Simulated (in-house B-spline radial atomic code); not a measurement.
Removing one electron from the hafnium ion Hf⁶⁰⁺

Closed shell [Ne] 3s2. Computed with an all-electron radial atomic-structure program (B-spline basis): Koopmans values of Dirac-Hartree-Fock plus a diagonal self-energy, in second order or with its direct term screened (direct RPA, with the hole-particle interaction, or full time-dependent Hartree-Fock), linearised in energy; no-pair Dirac-Coulomb Hamiltonian, finite nucleus. Shifts add to the Koopmans value (the ΔSCF shift is orbital relaxation alone); the final value takes TDHF screening with Breit and QED.

Command:
```bash
python run_mb.py task.json out
```
Settings (nuclear radius in fm, box in bohr, cutoff in hartree):
```
basis_form          2
Z                   72
core_configuration  [Ne] 3s2
rms_radius          5.347
mass_number         180
speed_of_light      137.036
box_radius          2.238
lmax                7
intervals           56
virtual_cutoff      20736.0
```

Cost of the run: 2 s on 1 thread of AMD EPYC 9R45, with other jobs on the host.

Energies in eV:

```csv
subshell,Koopmans,ΔSCF shift,second order,direct RPA,hole-particle,TDHF,Breit + QED,final
3s1/2,6555.45,-0.232,?,?,?,?,?,?
```

Q: What does the self-energy do to 3s1/2?

A: It shifts the removal energy by 3.863 eV in second order, 2.899 with direct RPA, 3.456 with the hole-particle term and 3.754 with TDHF screening (quasi-particle weight 0.995); Breit and QED add -10.242 eV. The final value is 6548.96 eV, against 6545 ± 10 eV (NIST, tabulated theory).
